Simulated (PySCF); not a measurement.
SMILES [SiH3][CdH] (H₄CdSi), B3LYP/def2-SVP optimised geometry. Atoms within 1.6 Å of the plane z = 1.2 Å (x, y, z in Å): Cd1 (-0.70, 0.13, 0.00), H2 (-2.40, 0.13, 0.00), Si3 (1.84, 0.13, 0.00), H6 (2.40, 0.38, 1.37).

Calculation: B3LYP/def2-TZVP, def2 effective core potentials past Kr run with PySCF 2.14.0. The core electrons that the potentials of Cd replace are not part of the density.

Map of the log10 of the electron density (e/bohr³), floored at −4 on the plane z = 1.2 Å:

```
|000000000000000000000000000|
|000000000000000000000000000|
|000000000000000000000000000|
|000000000000000000000000000|
|000000000000000000000000000|
|000000000000000000000000000|
|000000000000000001111100000|
|000000011122222222222211000|
|000011222333333333444432100|
|000112333444444444555543210|
|000123444555555556677654310|
|001234455566665566789865320|
|001234555667666667899875320|
|001234555667766667788865320|
|001234455666665566777754310|
|001233445555555555666543210|
|000122334444444444455432100|
|000011223333333333333322100|
|000000111222222222222221000|
|000000000011111111111110000|
|000000000000000000000000000|
|000000000000000000000000000|
|000000000000000000000000000|
|000000000000000000000000000|
|000000000000000000000000000|
|000000000000000000000000000|
|000000000000000000000000000|
```
Scale: ten equal steps from -4.00 (start of '0') to -0.582 (end of '9'), in the order '0123456789'; x runs from -4.50 to 4.50, y from -4.50 (bottom) to 4.50 (top).
